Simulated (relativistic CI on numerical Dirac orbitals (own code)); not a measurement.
# Crystal-field levels of Hf³⁺, 5d

Calculated by Dirac-Coulomb-Breit CI, separate exchange-only KLI orbitals for each configuration, QED by a radiative potential, valence Slater integrals scaled by 0.9, one configuration in a parametric crystal field (own radial code).

Field parameters in Wybourne normalisation: Oh B⁴₀ = 21Dq, B⁴₄ = √(5/14) B⁴₀. The field is a parameter set, without covalency.

S is read from ⟨S²⟩ = S(S + 1).

Levels (cm⁻¹, degeneracy): 0 (4), 2480 (2), 30480 (4).

(1) Which field gives this pattern?
A. Oh, 10Dq = 29450 cm⁻¹
B. Oh, 10Dq = 23850 cm⁻¹
C. Oh, 10Dq = 12600 cm⁻¹
D. Oh, 10Dq = 7000 cm⁻¹

Results:

(1) A. Oh, 10Dq = 29450 cm⁻¹, ground level with S = 0.50.
